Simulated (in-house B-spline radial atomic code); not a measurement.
Atomic self-consistent-field run: the rhenium ion Re⁶⁹⁺. Method: scalar-relativistic (X2C) BHandHLYP, spin-polarised, spherical fractional occupations, Fermi nucleus of rms radius 5.3698 fm. Calculated with a B-spline radial code for spherical atoms.

Command:
```bash
python run_scf.py task.json out
```
Settings (nuclear radius in fm, mass in u):
```
Z                75
configuration    [He] 2s2 2p2
hamiltonian      x2c
method           bhandhlyp
spin_polarised   True
nucleus          fermi
rms_radius       5.3698
atomic_mass      186.95575
speed_of_light   137.035999084
```

Output (hartree, bohr):
```
 radial grid: 51 intervals, B-splines of order 8, outer radius 0.5739 bohr

 iter        energy (Eh)    residual
    1       -8873.058499    1.01e+01
    2       -8882.006178    7.97e-02
    3       -8882.007504    3.92e-02
    4       -8882.007825    1.93e-02
    5       -8882.007928    3.21e-04
    6       -8882.007928    1.09e-06
    7       -8882.007928    3.18e-08

 total energy                     -8882.00793
 kinetic                           10605.8941
 electron-nucleus                 -19759.7359
 Hartree                             366.7283
 exact exchange                      -45.9050
 exchange-correlation                -48.9894

 orbital      occ     eigenvalue          <r>       <r^2>       <1/r>       r_max
 1s up      1.000     -2923.8541    0.0171732  0.00041361     97.8038     0.01028
 1s down    1.000     -2921.9013     0.017158  0.00041279     97.8691     0.01027
 2s up      1.000      -709.7743    0.0727461  0.00629986       23.79     0.06295
 2s down    1.000      -706.0454    0.0728939  0.00632506     23.7064     0.06302
 2p up      2.000      -656.5656    0.0647948  0.00510968     19.7439     0.05085
```

Cost of the run: 0.27 s on 1 thread of Arm Neoverse N1, with other jobs on the host.

Caution: exact exchange at fractional occupations of open shells leaves self-interaction of up to several eV.

One-electron X2C: radii and densities carry no picture-change correction, so inner-shell <1/r> comes out high (for 1s by about 2 % at Z = 33, 5 % at 54, 10 % at 75, 30 % at 118) and <r> low.
